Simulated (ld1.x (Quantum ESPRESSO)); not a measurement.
What one change does to a pseudopotential (As, TM semilocal)

As, norm-conserving Troullier–Martins (semilocal form), made with ld1.x (Quantum ESPRESSO) 7.5 (LDA (PZ), scalar-relativistic). Core [Ar] 3d10, reference 4s2 4p3. Waves: 4p (bound): rc 1.45 bohr; 4s (bound): rc 1.70 bohr. Local part: the s channel. Core correction: none.

Change: all radii scaled by about 1.21 (s 2.06, p 1.76 bohr).

Cutoffs: the cutoffs (Ry, on a coarse ladder) from which the occupation-weighted sum of valence levels, in a spherical-Bessel basis at the reference potential, stays within 10 and 1 mRy of its value at 400 Ry; they do not see the model core or the augmentation charge, which bear on the density cutoff. Errors are all-electron minus pseudo energies relative to the spin-unpolarised reference configuration.

Problem. How do hardness, ghosts and transferability respond?

Solution. The potential gets softer (45 Ry and 80 Ry → 25 Ry and 40 Ry); of the 9 tests that both files solve, the error grows in 3 and shrinks in 2 by more than 15 % and 0.3 meV (median size 41.3 → 36.2 meV); neither file shows a bound ghost. A larger radius leaves more room for a smooth pseudo-wave, so fewer plane waves are needed. A semilocal file is local in each channel, so a ghost entry of none says nothing of the separable form that plane-wave codes build from it.

```tsv
quantity	base	changed
cutoff, loose	45 Ry	25 Ry
cutoff, tight	80 Ry	40 Ry
loose cutoff by channel (10 mRy a level)	p 15 Ry, s 18 Ry	p 6 Ry, s 12 Ry
bound ghosts	none	none
error for 4s2 4p2, meV [ΔE 9.33 eV]	+3.0	+4.2
error for 4s2 4p1, meV [ΔE 27.49 eV]	+24	+36
error for 4s2 4p0, meV [ΔE 55.53 eV]	+94	+147
error for 4s0 4p5, meV [ΔE 19.21 eV]	+41	+12
error for 4s1 4p0, meV [ΔE 106.64 eV]	+446	+485
error for 4s1 4p3, meV [ΔE 19.49 eV]	+19	+6.9
error for 4s2 4p2.5, meV [ΔE 3.64 eV]	+0.3	+0.5
error for 4s2 4p3 (spin-polarised), meV [ΔE -1.32 eV]	+172	+179
error for 4s2 4p2 (spin-polarised), meV [ΔE 8.60 eV]	+118	+124
```
